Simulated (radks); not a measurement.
Values are calculated unless marked as measured or tabulated.
Spherical quantum dot in the effective-mass picture: electrons in a hard-walled sphere of radius 1.69, all in effective atomic units (hartree* = m*/eps^2 hartree, bohr* = eps/m* bohr), one dielectric constant everywhere. Level of theory: non-relativistic Kohn-Sham, LDA (Slater exchange, Perdew-Wang correlation), spin-polarised, spherical densities (a radial shooting solver with Libxc functionals). Levels are named by radial order and angular momentum (1s, 1p, 1d, 2s, ...), and open shells are averaged over m. Results are scaled to m* = 0.397 and eps = 15.1, for which hartree* = 47.38 meV and bohr* = 2.013 nm.

N = 22, configuration 1s2 1p6 1d10 2s(up 1, down 0) 1f(up 3, down 0). This is the lowest configuration that the search found. Occupied and some empty levels:

| level | occupation | eigenvalue (meV) | <r> (nm) |
|---|---|---|---|
| 1s up | 1 | 912.36 | 2.070 |
| 1s down | 1 | 918.13 | 2.077 |
| 1p up | 3 | 968.22 | 2.239 |
| 1p down | 3 | 973.47 | 2.239 |
| 1d up | 5 | 1054.3 | 2.356 |
| 1d down | 5 | 1059.5 | 2.355 |
| 1f up | 3 | 1166.6 | 2.444 |
| 2s up | 1 | 1168.4 | 1.571 |
| 1f down | 0 | 1171.9 | 2.444 |
| 2s down | 0 | 1179.1 | 1.582 |
| 1g up | 0 | 1303.0 | 2.515 |
| 1g down | 0 | 1308.4 | 2.514 |
| 2p up | 0 | 1324.7 | 1.792 |
| 2p down | 0 | 1332.0 | 1.800 |
| 2d up | 0 | 1504.6 | 1.943 |
| 2d down | 0 | 1510.2 | 1.947 |

Energy (meV): total 13990.8, kinetic 5748.7, external 0, Hartree 9206.7, exchange-correlation -964.54.
